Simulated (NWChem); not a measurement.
## Correlation energy of IIn

```xyz
2

In     0.0000     0.0000    -1.4660
I      0.0000     0.0000     1.3554
```
Charge 0, spin multiplicity 1.

The numbers come from NWChem runs, not from measurements. Structure: optimised with B3LYP/def2-SVP with def2 effective core potentials on In, I, a minimum by its harmonic frequencies.

Basis set: def2-TZVP. Each correlation energy counts from its own Hartree-Fock reference.

Effective core potentials replace the inner electrons of In, I; spin-orbit coupling is left out. The correlated methods keep 8 core orbitals frozen. The structure started from a generated list of species. Coupled-cluster values serve here as a point of comparison, not as the truth.

| method | correlation energy (mHa) |
|---|---|
| MP2 | ___ |
| SCS-MP2 | ___ |
| CCSD | ___ |
| CR-CCSD[T] | -736.4 |
| CR-CCSD(T) | ___ |

Task: What belongs in the gaps?

Result: 
- MP2, correlation energy (mHa): -757.9
- SCS-MP2, correlation energy (mHa): -670.6
- CCSD, correlation energy (mHa): -722.1
- CR-CCSD(T), correlation energy (mHa): -735.5
